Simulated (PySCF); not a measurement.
Excitations are Tamm–Dancoff values on a coarser integration grid. The basis has no diffuse functions, so Rydberg states are missing or too high.

Z-matrix (Å, degrees):
```
C
H 1 1.0877
H 1 1.0883 2 110.39
H 1 1.0913 2 109.52 3 -120.52
S 1 1.8186 2 110.66 4 -116.38
S 5 2.0616 1 102.83 2 -57.18
H 6 1.3495 5 99.16 1 -87.45
```
Charge 0, spin multiplicity 1.

### Question
What is the computed S1 excitation (TDA), T1 excitation (TDA) and HOMO (PySCF with M06-2X/def2-TZVP // B3LYP-D3(BJ)/def2-TZVP)?

### Answer

```json
{
  "S1 excitation (TDA)": "4.65 eV",
  "T1 excitation (TDA)": "4.04 eV",
  "HOMO": "-8.13 eV"
}
```
